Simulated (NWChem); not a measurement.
Molecule: BCl

```xyz
2

B      0.0000     0.0000    -1.2974
Cl     0.0000     0.0000     0.4362
```
Atoms are numbered in this order, from 1.

Coordinates come from a PBE-D3(BJ)/def2-SVP optimisation.

Q: List the 4 lowest vertical singlet excitations from PBE/def2-SVP, TDA (NWChem).

A: 
| state | energy (eV) | oscillator strength | leading excitation (squared amplitude) |
|---|---|---|---|
| S1 | 4.82 | 0.124 | HOMO → LUMO (0.97) |
| S2 | 4.82 | 0.124 | HOMO → LUMO+1 (0.97) |
| S3 | 6.76 | 0.000 | HOMO−2 → LUMO+1 (0.50) |
| S4 | 6.92 | 0.000 | HOMO−2 → LUMO (0.50) |
